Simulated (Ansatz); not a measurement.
Abridged output of a molecular run in Ansatz:

```
Functional definition: HF
1253 factors; integrals over basis functions are off by at most 8.9e-4 eV
mean field evaluation 1: about -29050.9450 eV, gradient 4.1e1 eV
mean field evaluation 2: about -29051.0943 eV, gradient 4.2e1 eV
mean field evaluation 4: about -29054.7578 eV, gradient 3.2e0 eV
mean field evaluation 8: about -29054.8285 eV, gradient 2.5e-1 eV
mean field evaluation 16: about -29054.8289 eV, gradient 2.7e-6 eV
mean field -29054.82887445 eV, -1067.7452670658 hartree, gradient 2.7e-6 eV, S^2 0.000000; 0 other end points of the search recorded, 0 dependent functions left out
16 core orbitals not correlated: weight in the atoms' cores, before any rotation towards them, 1.000 or more for the frozen orbitals, at most 0.000 for the correlated occupied ones
reference -29054.82887445 eV, -1067.7452670658 hartree; 12, 12 occupied and 185, 185 virtual orbitals, 1253 factors
second order -17.12812348 eV of doubles, -0.00000000 eV of singles
cycle   1  -17.87221111 eV  change   -7.4e-1 eV  update   9.3e-2
cycle   2  -18.31706542 eV  change   -4.4e-1 eV  update   2.9e-2
cycle   3  -18.41420385 eV  change   -9.7e-2 eV  update   1.5e-2
cycle   4  -18.40334250 eV  change    1.1e-2 eV  update   3.9e-3
cycle   5  -18.40170493 eV  change    1.6e-3 eV  update   1.7e-3
cycle   6  -18.40204976 eV  change   -3.4e-4 eV  update   4.8e-4
cycle   7  -18.40179316 eV  change    2.6e-4 eV  update   1.7e-4
cycle   8  -18.40178361 eV  change    9.6e-6 eV  update   4.9e-5
cycle   9  -18.40180737 eV  change   -2.4e-5 eV  update   1.9e-5
perturbative correction -0.67782471 eV, -0.0249095986 hartree
Total energy: -29073.90850653 eV, -1068.4464306118 hartree
```

Its atoms:

Z-matrix (Å, degrees):
```
Si
Al 1 2.433
H 1 1.487 2 111.1
H 1 1.489 2 110.2 3 120.2
H 1 1.489 2 110.4 3 -120.5
Cl 2 2.104 1 122.2 3 -2.6
O 2 1.687 1 119.0 3 177.5
H 7 0.956 2 124.3 1 179.6
```

Problem. Which basis set was used?
A. def2-TZVPP
B. def2-SVPD
C. def2-SVP
D. def2-TZVPPD

Solution. A. It gives 213 functions.

Problem. Write the keys of the input that set method, charge and spin (a neutral closed shell needs none for the last two).

Solution. 
```yaml
correlation: {method: ccsd_t}
```
